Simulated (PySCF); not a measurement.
# Be²⁺ (beryllium, charge +2) across methods

1s2, closed-shell 1S. Calculation: PySCF 2.14, in aug-cc-pVDZ-DK (4s3p2d, 23 functions); scalar relativity by spin-free X2C-1e.

```json
{"method": "wB97M-V", "E (hartree)": "-13.6593", "mean ε 1s (eV)": "-140.88", "Σ⟨r²⟩ (bohr²)": "0.4683", "⟨S²⟩": "0.000"}
{"method": "r2SCAN", "E (hartree)": "-13.6592", "mean ε 1s (eV)": "-134.57", "Σ⟨r²⟩ (bohr²)": "0.4679", "⟨S²⟩": "0.000"}
{"method": "PBE0", "E (hartree)": "-13.6302", "mean ε 1s (eV)": "-137.93", "Σ⟨r²⟩ (bohr²)": "0.4695", "⟨S²⟩": "0.000"}
{"method": "PBEsol", "E (hartree)": "-13.5348", "mean ε 1s (eV)": "-131.18", "Σ⟨r²⟩ (bohr²)": "0.4729", "⟨S²⟩": "0.000"}
{"method": "UHF", "E (hartree)": "-13.61316", "mean ε 1s (eV)": "-154.26", "Σ⟨r²⟩ (bohr²)": "0.4642", "⟨S²⟩": "0.000"}
{"method": "PBE", "E (hartree)": "-13.6207", "mean ε 1s (eV)": "-132.21", "Σ⟨r²⟩ (bohr²)": "0.4720", "⟨S²⟩": "0.000"}
{"method": "LDA", "E (hartree)": "-13.4453", "mean ε 1s (eV)": "-130.36", "Σ⟨r²⟩ (bohr²)": "0.4745", "⟨S²⟩": "0.000"}
{"method": "B3LYP", "E (hartree)": "-13.6556", "mean ε 1s (eV)": "-137.25", "Σ⟨r²⟩ (bohr²)": "0.4709", "⟨S²⟩": "0.000"}
```

**Question.** Estimate the same row for BLYP.

**Answer.** E (hartree) = -13.6510; mean ε 1s (eV) = -132.68; Σ⟨r²⟩ (bohr²) = 0.4730; ⟨S²⟩ = 0.000.
